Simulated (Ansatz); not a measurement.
Basis-set extrapolation for CH8AlBOSi (`CB(O)[SiH2][AlH2]`) (PBE0-D4/def2-TZVP geometry, frozen core, Ansatz). Multiplicity 1, RHF reference.

```tsv
	def2-TZVPP	def2-QZVPP
HF	-673.031507	-673.053915
MP2 correlation	-0.721938	-0.773841
CCSD(T) correlation	-0.812192	not run
```

Energies in hartree. Use E(X) = E(∞) + A·exp(−7.88·√X) for Hartree–Fock and E(X) = E(∞) + B·X^(−2.97) for correlation, with X = 3 and 4, and add CCSD(T) minus MP2 of the smaller set to the MP2 limit.

**Question.** What is the CCSD(T) energy at the basis-set limit?

**Answer.** HF limit: -673.053915 + (-0.022408) × 0.13774 = -673.05700. MP2 limit: -0.773841 + (-0.051903) × 0.74074 = -0.81229. Higher-order term: -0.812192 − (-0.721938) = -0.09025. Total: -673.95954 hartree, 304.1 kJ/mol below CCSD(T)/def2-TZVPP.
